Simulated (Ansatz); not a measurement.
Born–Oppenheimer molecular dynamics of BrF₃H₃HfN (9 atoms, charge 0, multiplicity 1). It starts at the highest image of a converged band. Of that band: The profile has 2 maxima (images 4, 7) with wells between them (image 6): this band takes more than one step, which may be the mechanism or a detour left from its start path. A vibrational analysis at the climbing image gives one clearly imaginary mode, 50i cm⁻¹, and a faint second one (25i cm⁻¹) that may be numerical noise or a soft torsion: probably a first-order saddle point.

Theory: RKS B3LYP-D4/def2-SVP in Ansatz.

```json
{
  "ensemble": "NVE (velocity Verlet)",
  "time step": "0.5 fs",
  "steps asked": "200",
  "starting velocities drawn for": "300 K",
  "seed": "11734"
}
```

First frame:

```xyz
9
Properties=species:S:1:pos:R:3
Hf -0.518 0.053 0.035
N -0.287 -0.049 2.409
H 0.015 -0.984 2.700
H 0.450 0.586 2.730
F 1.389 0.067 0.416
F -0.573 1.673 -0.976
F -0.552 -1.520 -1.047
Br -3.009 0.029 0.812
H -1.150 0.158 2.918
```

**Question.** How far do the bonds stretch over the last three quarters of this one trajectory? (Pairs bonded in most of those frames.)

**Answer.** 
```tsv
bond	mean (Å)	spread (Å)	shortest	longest
Hf1–N2	2.384	0.028	2.34	2.43
Hf1–F5	1.945	0.013	1.93	1.97
Hf1–F6	1.908	0.008	1.89	1.92
Hf1–F7	1.908	0.027	1.87	1.96
Hf1–Br8	2.596	0.035	2.56	2.66
N2–H3	1.026	0.011	1.01	1.05
N2–H4	1.026	0.005	1.01	1.04
N2–H9	1.026	0.017	1.00	1.05
```

Mean temperature of the second half: 130 K. The conserved energy stayed within 0.069 meV per atom of its start (net change 0.056 meV per atom), so the integration is sound. A run of 0.1 ps of so small a system gives no equilibrium averages. The orbitals stay closed-shell, which can raise the energy where a bond breaks towards radicals; this wasn't checked here.

Time of the run: 11 min on 4 threads of Arm Neoverse V1, with other jobs on the host, peak memory 0.39 GiB.
